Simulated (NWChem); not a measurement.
Species: H₂SeO₂; SMILES O[Se]O

```xyz
5

Se     0.3991    -0.0105     0.0000
O     -0.7248    -0.0808    -1.3936
H     -0.9860     0.8248    -1.6068
O     -0.7248    -0.0808     1.3936
H     -0.9860     0.8248     1.6068
```
Atoms are numbered in this order, from 1.

Results from NWChem. Structure relaxed at the PBE0/def2-SVP level. B3LYP is NWChem's, with the RPA form of VWN correlation. Ions are spin-unrestricted doublets at the neutral geometry; other ion states weren't tried.

Question: Order these by “ΔSCF minus −ε(HOMO) (eV)”, lowest first: BHandHLYP/aug-cc-pVDZ; Hartree-Fock/aug-cc-pVDZ; B3LYP/aug-cc-pVDZ; PBE/aug-cc-pVDZ.

Answer: Hartree-Fock/aug-cc-pVDZ (-1.11), BHandHLYP/aug-cc-pVDZ (1.43), B3LYP/aug-cc-pVDZ (2.80), PBE/aug-cc-pVDZ (3.63)
